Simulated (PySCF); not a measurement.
In(OMe)(SH)2 (CH₅InOS₂), SMILES C[O][In]([SH])[SH].

The structure is a stationary point at B3LYP-D3(BJ)/def2-SVP. The structure was generated by enumeration; whether it is a known compound was not checked. The def2 effective core potentials stand for the cores of In; spin–orbit coupling is left out. One conformer was computed; it need not be the lowest.

The numbers are results of PBE/def2-TZVP in PySCF, not measurements.

The molecule is in vacuum.

```yaml
total_energy: -1102.52618 hartree
highest_occupied_level: -6.16 eV
lowest_empty_level: -2.87 eV
orbital_gap: 3.30 eV
dipole_moment: 1.21 D
quadrupole, principal values (traceless, Buckingham form, about the centre of nuclear charge): -8.84, 0.38, 8.46 D·Å
mean_static_polarisability: 99.9 bohr³ (14.80 Å³)
polarisability_principal_values: 66.2, 105.6, 127.8 bohr³
```
